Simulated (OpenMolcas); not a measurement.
## Re4+: effect of the metal basis

Re4+ with its 6 nearest chloride ions at 2.409 Å, on the Zr site of Cs2ZrCl6 (a = 10.407 Å, distance in the model lattice 2.446 Å). The rest of the host is ab initio model potentials to 7.6 Å and point charges beyond; the distance is set by hand and nothing relaxes.

```
Program             : OpenMolcas
Method              : SS-CASPT2, IPEA 0.25 Eh, imaginary shift 0.1 Eh (closed shells correlated: 5s 5p and the ligand valence shells)
Spin-orbit coupling : RASSI with atomic mean-field integrals over the reference wave functions
```

Fixed: ligand basis ANO-RCC-VDZP, active space 3 electrons in 5 orbitals (5d), DKH2 Hamiltonian.

States (labels of O, the rotations of Oh). Energies in cm-1 above the lowest state or level, χT in cm3 K/mol.

```
Run   Metal basis  Ground state  First state of that spin  First gap with spin-orbit (degeneracies)  χT at 300 K  First state of another spin                    Cost
  A  ANO-RCC-VDZP           4A2                 4T2 29260                               8820 (4, 4)        1.419                      2E 9550  roughly 3 core-minutes
  B  ANO-RCC-VTZP           4A2                 4T2 29830                               7750 (4, 4)        1.390                      2E 8390  roughly 9 core-minutes
```

Against A, the first state of the same spin changes by +1.9 % in B.

Costs are those of the CASPT2 steps.

Roots that are degenerate in the reference are averaged as groups; the widest CASPT2 spread within a group is 310 cm-1 (the 3-fold group of multiplicity 4 near 29300 cm-1 above the lowest state of its run, A). Shifts and gaps below about the spread of the groups concerned are not significant. Over all roots computed the reference weight is 0.65 to 0.67 in A, 0.64 to 0.66 in B; a low but even weight reflects the number of correlated electrons. Ligand-to-metal charge-transfer states are missing. With no ligand orbital active B as a rule stays too high, so bands that hang on it stand too high and its fall with covalency is understated. With one d shell and no ligand orbital active, 10Dq can be off by a tenth or more. The least metal-like active orbital is 67 % on the metal (Löwdin) and no ligand orbital is active, so the numbers are rough (holds for A). The least metal-like active orbital is 69 % on the metal (Löwdin) and no ligand orbital is active, so the numbers are rough (holds for B). No measured value stands beside these numbers; the geometry was set by hand and not optimised.
